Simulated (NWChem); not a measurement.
System: germylsilane (GeSiH$_{6}$); SMILES [SiH3][GeH3]

Input file for NWChem:

```
start job
memory heap 200 mb stack 900 mb global 1100 mb
geometry units angstroms noautoz
  Si     0.000000     0.000000    -1.561545
  Ge     0.000000     0.000000     0.821568
  H     -0.104326     1.399602    -2.075913
  H      1.264254    -0.609452    -2.075913
  H     -1.159927    -0.790150    -2.075913
  H     -1.299451     0.627048     1.361829
  H      0.106686    -1.438882     1.361829
  H      1.192765     0.811834     1.361829
end
basis spherical
  * library def2-tzvp
end
dft
  xc optx lyp
  iterations 150
  mulliken
end
task dft energy
```

All runs use the structure optimised with PBE0/def2-SVP.

Give the results of this calculation. (OLYP/def2-TZVP.) Quantities: energy (Ha); highest occupied level (eV); orbital gap (eV); dipole (D).

The energy (Ha) is -2370.67. The highest occupied level (eV) is -7.03 and the orbital gap (eV) is 6.72. The dipole (D) is 0.06.
